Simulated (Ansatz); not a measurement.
System: C$_{4}$H$_{3}$OSe, charge -1, multiplicity 1. It need not be the lowest isomer of its formula. Whether it binds its extra electron was not tested at this geometry. SMILES: [O-]c1cc[se]c1
Geometry: optimised at B3LYP-D3(BJ)/def2-TZVP (Ansatz, a program for electronic structure).

Parts of the frozen-core correlation energy in STO-3G (Ansatz, hartree). Frozen orbitals: 19; correlated occupied orbitals by spin: 16 and 16; virtual: 11 and 11. No spin-orbit coupling. No relativistic terms. The restricted reference is unstable.

```
term                             value
-------------------------  -----------
reference (HF)             -2598.54570
MP2 opposite-spin                  [?]
MP2 same-spin                      [?]
CCSD correlation                   [?]
(T)                           -0.01423
T1 diagnostic                    0.017
largest doubles amplitude        0.094
```

### Question
What belongs in the gaps?

### Answer

- MP2 opposite-spin, value: -0.24002
- MP2 same-spin, value: -0.06222
- CCSD correlation, value: -0.35022
